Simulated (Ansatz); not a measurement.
```yaml
crystal:
  periodic: [false, false, false]
  atoms:
    - {symbol: O, position_ang: [-1.411429, 0.934889, -1.680607]}
    - {symbol: B, position_ang: [-0.730418, 1.158323, -0.528464]}
    - {symbol: B, position_ang: [0.691883, 0.408537, -0.113064]}
    - {symbol: Si, position_ang: [0.764805, -1.346075, 0.869510]}
    - {symbol: H, position_ang: [-2.225626, 1.439682, -1.746934]}
    - {symbol: H, position_ang: [-1.189331, 1.934122, 0.286136]}
    - {symbol: H, position_ang: [1.753371, 0.924384, -0.331453]}
    - {symbol: Xx, position_ang: [-0.536248, -1.800525, 1.432653]}
    - {symbol: H, position_ang: [1.192906, -2.350170, -0.151660]}
    - {symbol: H, position_ang: [1.773188, -1.354568, 1.966682]}
basis:
  gaussian: {orbitals: "6-31++G**"}
hamiltonian: {xc: {name: wPBEh}}
output: {forces: true}
```

```sh
$ ansatz run in.yaml --threads 2 --pin off --events-out ev --progress --plain --max-ram 4352MiB
```

It prints (some lines left out):

```
Error: YAML parse error: error: line 11 column 16: `Xx` is not an element symbol (H … Og, case-exact)
 9 |     - {symbol: H, position_ang: [-1.189331, 1.934122, 0.286136]}
10 |     - {symbol: H, position_ang: [1.753371, 0.924384, -0.331453]}
11 |     - {symbol: Xx, position_ang: [-0.536248, -1.800525, 1.432653]}
12 |     - {symbol: H, position_ang: [1.192906, -2.350170, -0.151660]}
13 |     - {symbol: H, position_ang: [1.773188, -1.354568, 1.966682]}
```

Question: What is wrong with this run?

Answer: An element symbol is wrong. The input was rejected before any iteration.
